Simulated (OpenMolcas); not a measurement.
OpenMolcas run: Ag6+

Input:

```
&GATEWAY
Coord
1

Ag 0.0 0.0 0.0
Basis=ANO-RCC-VTZP
Group=XYZ
NoMove
AngMom=0.0 0.0 0.0
AMFI
&SEWARD
&RASSCF
FileOrb=start.orb
Symmetry=1
Spin=6
nActEl=5 0 0
Inactive=9 9
Ras2=5 0
CIRoot=1 1 1
SDav=1
CIMx=300
Iter=120 100
PrWF=0.3
OrbListing=Nothing
MaxOrb=0
Atom
>>> COPY $Project.JobIph JOB001
&RASSCF
FileOrb=start.orb
Symmetry=1
Spin=4
nActEl=5 0 0
Inactive=9 9
Ras2=5 0
CIRoot=24 24 1
SDav=24
CIMx=300
Iter=120 100
PrWF=0.3
OrbListing=Nothing
MaxOrb=0
Atom
CIOnly
>>> COPY $Project.JobIph JOB002
&RASSCF
FileOrb=start.orb
Symmetry=1
Spin=2
nActEl=5 0 0
Inactive=9 9
Ras2=5 0
CIRoot=75 75 1
SDav=75
CIMx=300
Iter=120 100
PrWF=0.3
OrbListing=Nothing
MaxOrb=0
Atom
CIOnly
>>> COPY $Project.JobIph JOB003
&RASSI
NrOfJobIphs=3 1 24 75
1
1 2 3 4 5 6 7 8 9 10 11 12 13 14 15 16 17 18 19 20 21 22 23 24
1 2 3 4 5 6 7 8 9 10 11 12 13 14 15 16 17 18 19 20 21 22 23 24 25 26 27
28 29 30 31 32 33 34 35 36 37 38 39 40 41 42 43 44 45 46 47 48 49 50 51
52 53 54 55 56 57 58 59 60 61 62 63 64 65 66 67 68 69 70 71 72 73 74 75
IphNames
JOB001
JOB002
JOB003
EJob
SpinOrbit
DIPRint=1.0
SOCoupling=1000.0
Subsets=2
MEES
Property=10
'ANGMOM' 1 'ANGMOM' 2 'ANGMOM' 3 'MLTPL  1' 1 'MLTPL  1' 2 'MLTPL  1' 3
'AMFI' 1 'AMFI' 2 'AMFI' 3 'MLTPL  2' 6
SOProperty=3
'ANGMOM' 1 'ANGMOM' 2 'ANGMOM' 3
```

Launched by
```bash
OMP_NUM_THREADS=1 MOLCAS_MEM=1689 MOLCAS_PROJECT=a pymolcas a.inp > a.log  # once for each step of the input, in one work folder
```

A driver script runs the steps one by one and writes start.orb anew before each from the orbitals found so far, so a CI-only block uses the converged orbitals of the first block.

Output, cut to the results:

```
--- SEWARD ---
Basis set label: AG.ANO-RCC...7S6P4D2F1G.

      Electronic valence basis set:
      ------------------
      Associated Effective Charge  47.000000 au
      Associated Actual Charge     47.000000 au
      Nuclear Model: Point charge

      Shell  nPrim  nBasis  Cartesian Spherical Contaminant
         s      21       7        X
         p      18       6        X
         d      13       4                 X
         f       6       2                 X
         g       4       1                 X
                  Relativistic Douglas-Kroll-Hess integrals:
                    - DKH order of Hamiltonian: 2
                    - DKH order of Properties : 0
                  Atomic mean-field integrals
--- RASSCF ---
Wave function specifications:
      -----------------------------

      Number of closed shell electrons          36
      Number of electrons in active shells       5
      Max number of holes in RAS1 space          0
      Max nr of electrons in RAS3 space          0
      Number of inactive orbitals               18
      Number of active orbitals                  5
      Number of secondary orbitals              45
      Spin quantum number                      2.5
      State symmetry                             1
Orbital specifications:
      -----------------------

      Symmetry species                           1   2
                                                ag  au
      Frozen orbitals                            0   0
      Inactive orbitals                          9   9
      Active orbitals                            5   0
      RAS1 orbitals                              0   0
      RAS2 orbitals                              5   0
      RAS3 orbitals                              0   0
      Secondary orbitals                        22  23
      Deleted orbitals                           0   0
      Number of basis functions                 36  32
      Number of CSFs                             1
      Number of root(s) required                 1
      Iter CI   SX   CI       RASSCF       Energy    max ROT     max BLB   max BLB  Level Ln srch  Step   QN
          iter iter root      energy       change     param      element    value   shift minimum  type update
 Nr of preliminary CI iterations:   1
      Total energies have been shifted. Add                -5000.00 au
        1   1    8    1  -301.26178376    0.00E+00   2.22E-01*  11  19 1  7.62E-01*  0.00   0.00    SX    NO
        2   1    8    1  -302.46501525   -1.20E+00*  3.69E-02    7  16 2 -2.01E-01*  0.00   0.00    SX    NO
        3   1    7    1  -302.51458565   -4.96E-02* -4.07E-03    4  23 1  3.61E-02*  0.00   0.00    SX    NO
        4   1    7    1  -302.51539202   -8.06E-04*  1.29E-03    8  14 2  8.89E-03*  0.00   0.00    SX    NO
        5   1    6    1  -302.51546337   -7.13E-05*  4.23E-04    7  13 2 -2.69E-03*  0.00   0.74    QN   YES
        6   1    4    1  -302.51547330   -9.93E-06* -6.07E-06    9  17 1 -5.17E-05   0.00   1.00    QN   YES
        7   1    4    1  -302.51547330   -2.27E-09   1.02E-06    9  17 1 -7.06E-06   0.00   1.08    QN   YES
      Convergence after  7 iterations
        8   1    4    1  -302.51547330   -2.91E-11   1.02E-06    9  12 2 -1.70E-07   0.00   1.08    QN   YES
      Natural orbitals and occupation numbers for root  1
      sym 1:   1.000000   1.000000   1.000000   1.000000   1.000000
::    RASSCF root number  1 Total energy:  -5302.51547330
--- RASSCF ---
Wave function specifications:
      -----------------------------

      Number of closed shell electrons          36
      Number of electrons in active shells       5
      Max number of holes in RAS1 space          0
      Max nr of electrons in RAS3 space          0
      Number of inactive orbitals               18
      Number of active orbitals                  5
      Number of secondary orbitals              45
      Spin quantum number                      1.5
      State symmetry                             1
Orbital specifications:
      -----------------------

      Symmetry species                           1   2
                                                ag  au
      Frozen orbitals                            0   0
      Inactive orbitals                          9   9
      Active orbitals                            5   0
      RAS1 orbitals                              0   0
      RAS2 orbitals                              5   0
      RAS3 orbitals                              0   0
...
--- RASSI ---
SPIN-FREE ENERGIES:
  (Shifted by EMIN (a.u.) =      -5302.5154733020)

 SF State       Relative EMIN(au)   Rel lowest level(eV)    D:o, cm**(-1)      L_eff

     1             0.0000000000        0.0000000000              0.0000         0.0
     2             0.1633107022        4.4439105952          35842.5562         4.0
     3             0.1633107022        4.4439105952          35842.5562         4.0
     4             0.1633107022        4.4439105952          35842.5562         4.0
     5             0.1633107022        4.4439105952          35842.5562         4.0
     6             0.1633107022        4.4439105952          35842.5562         4.0
     7             0.1633107022        4.4439105952          35842.5562         4.0
     8             0.1633107022        4.4439105952          35842.5562         4.0
     9             0.1633107022        4.4439105952          35842.5562         4.0
    10             0.1633107022        4.4439105952          35842.5562         4.0
    11             0.1912743844        5.2048411534          41979.8750         1.0
    12             0.1912743844        5.2048411534          41979.8750         1.0
    13             0.1912743844        5.2048411534          41979.8750         1.0
    14             0.2006713008        5.4605442751          44042.2598         2.0
    15             0.2006713008        5.4605442751          44042.2598         2.0
    16             0.2006713008        5.4605442751          44042.2598         2.0
    17             0.2006713008        5.4605442751          44042.2598         2.0
    18             0.2006713008        5.4605442751          44042.2598         2.0
    26             0.2346109816        6.3840900380          51491.1587         6.0
    27             0.2346109816        6.3840900380          51491.1587         6.0
    28             0.2346109816        6.3840900380          51491.1587         6.0
...
```

Levels above the lowest, from the spin-orbit matrix, grouped by J:

| Configuration | Term | J | E (cm-1) | Measured (cm-1) | g | Term weight % | Second |
| --- | --- | --- | --- | --- | --- | --- | --- |
| 4d5 | 6S | 5/2 | 0.0 | 0.0 | 1.996 | 98 |  |
| 4d5 | 4G | 5/2 | 34994 | 29390 | 0.616 | 91 | 6 2F(1) |
| 4d5 | 4G | 7/2 | 35707 | 30378 | 0.993 | 96 | 2 2F(1) |
| 4d5 | 4G | 11/2 | 35895 | 30662 | 1.269 | 98 | 2 2H |
| 4d5 | 4G | 9/2 | 36103 | 30907 | 1.172 | 98 |  |
| 4d5 | 4P | 5/2 | 38805 |  | 1.465 | 56 | 33 4D |
| 4d5 | 4P | 3/2 | 39852 | 32994 | 1.522 | 62 | 36 4D |
| 4d5 | 4P | 1/2 | 41280 | 34605 | 2.057 | 76 | 23 4D |
| 4d5 | 4D | 7/2 | 43847 | 36485 | 1.413 | 94 | 3 4F |
| 4d5 | 4D | 1/2 | 45685 | 38685 | 0.604 | 77 | 22 4P |
| 4d5 | 4D | 5/2 | 46375 | 39299 | 1.425 | 61 | 30 4P |
| 4d5 | 4D | 3/2 | 46648 | 39788 | 1.380 | 61 | 36 4P |
| 4d5 | 2I | 11/2 | 50883 | 44011 | 0.939 | 91 | 8 2H |
| 4d5 | 2I | 13/2 | 52189 | 45546 | 1.077 | 100 |  |
| 4d5 | 2D(1) | 5/2 | 55608 |  | 1.068 | 43 | 36 2F(1) |
| 4d5 | 2D(1) | 3/2 | 57178 |  | 0.638 | 55 | 43 4F |
| 4d5 | 4F | 7/2 | 58375 |  | 1.161 | 51 | 28 2F(1) |
| 4d5 | 4F | 9/2 | 58471 | 49104 | 1.248 | 66 | 27 2G(1) |
| 4d5 | 4F | 5/2 | 60235 | 51049 | 1.015 | 81 | 11 2F(1) |
| 4d5 | 2F(1) | 7/2 | 61934 | 53353 | 1.176 | 56 | 33 4F |
| 4d5 | 2H | 9/2 | 62758 | 53797 | 1.037 | 62 | 23 4F |
| 4d5 | 4F | 3/2 | 62903 |  | 0.592 | 55 | 43 2D(1) |
| 4d5 | 2G(1) | 7/2 | 65866 |  | 0.932 | 83 | 11 2F(1) |
| 4d5 | 2H | 11/2 | 66135 | 57962 | 1.080 | 89 | 9 2I |

Against the 17 measured excited levels shown (the list in Gamrath, thesis, University of Mons (2023)) the mean absolute deviation is 7100 cm-1; the largest miss in energy is 4d5 4F 9/2 [66 %]: computed 58471, measured 49104 cm-1 (+19.1 %).

Without dynamic correlation excited terms often stand tens of per cent too high (terms of higher spin than the ground term too low), and those without a measured partner can miss by more than the paired ones. Terms from blocks run as CI alone lack orbitals of their own. Computed and measured levels are paired by configuration, term and J; levels that our copy of the source lacks, or whose pairing is in doubt (as where it misses far off the trend of its configuration), stay unpaired and out of the deviations. Levels of configurations outside the active space are missing. The table shows the lowest 24 of 37 levels.

The term weight is that of the spin-free term in the level, not the purity of its configuration. A share in square brackets marks a mixed level and gives the weight of the term that names it. A number in round brackets counts repeated terms of one configuration in the order of the reference energies.
